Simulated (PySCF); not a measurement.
Computed shifts of a molecule C2H6O2Si, PySCF with PBE/pcSseg-1, GIAO, gas phase, atoms alike by connectivity averaged where their shifts nearly agree, in ppm (number of nuclei): ²⁹Si: -35.8 (1). ¹³C: 177.8 (1), 23.9 (1). ¹H: 5.14 (3), 2.38 (3). References: ²⁹Si against TMS (σ = 335.4 ppm); ¹⁷O against H2O (σ = 334.3 ppm); ¹³C against TMS (σ = 182.0 ppm); ¹H against TMS (σ = 31.49 ppm), references at their B3LYP-D3(BJ)/def2-TZVP geometries, non-relativistic. Geometry optimised at r2SCAN-D4/def2-SVP. Other conformers were not sampled.

Identify the compound among the candidates.
A) COC(=O)[SiH3]
B) C[Si@@H](O)C=O
C) CC(=O)O[SiH3]
D) [SiH3]C1OCO1

C, CC(=O)O[SiH3]
